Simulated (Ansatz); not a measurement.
Potential energy curve for HBr, singlet.

Calculation: Ansatz (a first-principles code) with full CI/cc-pVDZ, cores with 3d frozen.

Question: Relative to R = 1.42 Å, what are the energies at R = 1.34, 1.38, 2.14, 4.95 Å?

Answer: 10.9 kJ/mol at 1.34 Å, 2.9 kJ/mol at 1.38 Å, 214.8 kJ/mol at 2.14 Å, 362.9 kJ/mol at 4.95 Å.
